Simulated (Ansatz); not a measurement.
`[Cl][Al@H-]1[OH+][Al@H-]([Cl])[OH+]1`, 10 atoms. Total charge 0; spin multiplicity 1. All runs use 4 threads of a server CPU on a shared host. Correlated methods freeze the cores.

(1) How many basis functions does each run have, and how long does it take in Ansatz? RKS PBE0-D4/def2-SVP energy; RKS revPBE-D4/def2-TZVPP energy; RKS PBE0-D4/def2-TZVP relaxation (17 steps); RKS PBE0-D4/def2-QZVPP energy; RKS ωB97X-V/def2-TZVPP energy; RHF-CCSD(T)/def2-SVP energy; RKS CAM-B3LYP-D4/def2-TZVPP energy; direct RPA on PBE orbitals/def2-TZVPP energy; RKS ωB97M-V/def2-SVP energy; RKS ωB97M-V/def2-QZVPP energy; RHF-CCSD(T)/def2-TZVPP energy; RKS PBE-D4/def2-TZVPP energy and forces. (An estimate is asked.)

## Answers

(1) The calculation gave: Other jobs shared the machine, so times are rough.

| level | job | functions | wall time | peak host memory (GiB) |
| --- | --- | --- | --- | --- |
| RKS PBE0-D4/def2-SVP | energy | 120 | 4.4 s | 0.28 |
| RKS revPBE-D4/def2-TZVPP | energy | 286 | 11 s | 0.5 |
| RKS PBE-D4/def2-TZVPP | energy and forces | 286 | 11 s | 0.5 |
| RKS ωB97M-V/def2-SVP | energy | 120 | 12 s | 0.44 |
| RHF-CCSD(T)/def2-SVP | energy | 120 | 18 s | 0.57 |
| RKS CAM-B3LYP-D4/def2-TZVPP | energy | 286 | 19 s | 1.2 |
| direct RPA on PBE orbitals/def2-TZVPP | energy | 286 | 20 s | 0.76 |
| RKS ωB97X-V/def2-TZVPP | energy | 286 | 28 s | 1.2 |
| RKS PBE0-D4/def2-QZVPP | energy | 514 | 46 s | 2.8 |
| RKS ωB97M-V/def2-QZVPP | energy | 514 | 79 s | 2.9 |
| RKS PBE0-D4/def2-TZVP | relaxation (17 steps) | 234 | 4.2 min | 0.84 |
| RHF-CCSD(T)/def2-TZVPP | energy | 286 | 6.8 min | 7.9 |
